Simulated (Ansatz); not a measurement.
Na8P⁻. Charge -1, multiplicity 1. Geometry PBE0-D4/def2-SVPD.

```xyz
9

P    -0.311    0.323    1.754
Na    0.771    2.701   -2.452
Na   -1.113   -2.238    1.854
Na    0.135   -0.548   -3.919
Na   -1.600    0.402   -0.637
Na   -0.938   -3.190   -1.689
Na    1.111    0.160    3.932
Na    0.391    2.854    1.207
Na    1.553   -0.464   -0.050
```

LC-ωPBE has ω = 0.4 bohr⁻¹. The restricted singlet is unstable towards broken spin symmetry in Hartree–Fock (as tested in another run); at LDA (SPW92)/def2-TZVPD, r2SCAN-D4/def2-TZVPD, B97M-V/def2-TZVPD, PBE0-D4/def2-TZVPD and others this wasn't settled. Another isomer (singlet) lies 0.27 eV lower at PBE0-D4/def2-TZVPD; other spin states weren't run for this one.

**Question.** Estimate the orbital energies around the gap (eV) in Ansatz with LDA (SPW92)/def2-TZVPD, r2SCAN-D4/def2-TZVPD, B97M-V/def2-TZVPD, PBE0-D4/def2-TZVPD, LC-ωPBE/def2-TZVPD.

**Answer.** 
| orbital | LDA (SPW92)/def2-TZVPD | r2SCAN-D4/def2-TZVPD | B97M-V/def2-TZVPD | PBE0-D4/def2-TZVPD | LC-ωPBE/def2-TZVPD |
| --- | --- | --- | --- | --- | --- |
| HOMO−9 | -25.00 | -25.98 | -26.51 | -28.24 | -30.47 |
| HOMO−8 | -24.96 | -25.93 | -26.46 | -28.20 | -30.42 |
| HOMO−7 | -24.96 | -25.92 | -26.45 | -28.20 | -30.41 |
| HOMO−6 | -8.60 | -8.96 | -9.18 | -10.16 | -13.31 |
| HOMO−5 | -1.88 | -1.89 | -1.84 | -2.54 | -4.64 |
| HOMO−4 | -1.67 | -1.68 | -1.62 | -2.33 | -4.45 |
| HOMO−3 | -1.38 | -1.39 | -1.33 | -1.96 | -3.95 |
| HOMO−2 | -0.91 | -0.92 | -0.89 | -1.42 | -3.14 |
| HOMO−1 | -0.31 | -0.29 | -0.29 | -0.64 | -1.84 |
| HOMO | -0.08 | -0.01 | -0.01 | -0.27 | -1.06 |
| LUMO | 0.39 | 0.50 | 0.39 | 0.75 | 1.49 |
| LUMO+1 | 0.48 | 0.59 | 0.43 | 0.94 | 1.83 |
| LUMO+2 | 0.76 | 0.85 | 0.70 | 1.10 | 1.93 |
| LUMO+3 | 0.77 | 0.89 | 0.72 | 1.16 | 1.98 |
| LUMO+4 | 1.09 | 1.18 | 1.02 | 1.46 | 2.14 |
| LUMO+5 | 1.09 | 1.35 | 1.03 | 1.50 | 2.21 |
